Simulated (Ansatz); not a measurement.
Species: C4H9N, SMILES `C=CN(C)C` (C–C–N–C torsion 6°) (charge 0, multiplicity 1).

Give a relaxed geometry from CAM-B3LYP-D3(BJ)/def2-TZVP run with Ansatz (a program for electronic structure).

This is not unique; one that fits is the end point of this relaxation, one of several conformers (outside a Z-matrix the atoms follow the SMILES, hydrogens last).
Z-matrix (Å, degrees):
```
N
C 1 1.3757
C 2 1.3330 1 127.59
H 3 1.0789 2 119.46 1 175.94
H 3 1.0797 4 117.42 2 178.99
H 2 1.0847 3 119.34 4 -2.27
C 1 1.4391 2 117.92 6 -175.57
H 7 1.0889 1 109.34 2 -173.12
H 7 1.0898 8 108.29 1 -119.88
H 7 1.0992 8 108.52 9 -117.08
C 1 1.4439 2 117.37 6 -29.85
H 11 1.0891 1 109.67 2 39.59
H 11 1.0903 12 108.12 1 -119.86
H 11 1.0987 12 108.11 13 -116.90
```
